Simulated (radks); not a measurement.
Q: The table gives one normalised radial function P(r) = r R(r) of Te2+ in [Kr] 4d10 5s2 5p2 (r in bohr). All-electron calculation, scalar-relativistic Kohn-Sham, PBE, spin-polarised, spherical densities, point nucleus; open shells are filled with parallel spins first (spin-orbit coupling, left out, can overturn this in heavy ions); hard spherical wall at 3 bohr. Program: a radial shooting solver on a logarithmic mesh with Libxc functionals.

| r | P |
|---|---|
| 0.001613 | 0.0000 |
| 0.002084 | 0.0000 |
| 0.002692 | 0.0000 |
| 0.003478 | 0.0000 |
| 0.004457 | 0.0000 |
| 0.005757 | 0.0000 |
| 0.007436 | 0.0000 |
| 0.009606 | 0.0000 |
| 0.01241 | 0.0000 |
| 0.01603 | 0.0000 |
| 0.0207 | 0.0001 |
| 0.02675 | 0.0002 |
| 0.03455 | 0.0004 |
| 0.04463 | 0.0010 |
| 0.05719 | 0.0023 |
| 0.07387 | 0.0052 |
| 0.09543 | 0.0115 |
| 0.1233 | 0.0242 |
| 0.1592 | 0.0482 |
| 0.2057 | 0.0896 |
| 0.2657 | 0.1549 |
| 0.3432 | 0.2473 |
| 0.4434 | 0.3630 |
| 0.5727 | 0.4903 |
| 0.7398 | 0.6095 |
| 0.948 | 0.7015 |
| 1.225 | 0.7693 |
| 1.582 | 0.7952 |
| 2.043 | 0.6923 |
| 2.64 | 0.3099 |

Which n and l does it have? It may be an empty orbital.

A: n = 4, l = 3: the number of nodes gives n - l - 1 = 0, the rise at small r (about r^(l+1), flatter next to the nucleus through relativity) gives l, and the extent must fit the shell. The curve is that of 4f up; the table hardly tells the two spins apart. 4f up (empty): eigenvalue 13.644 eV, 0 radial nodes, <r> = 1.50 bohr, 90 % of the charge inside 2.24 bohr.
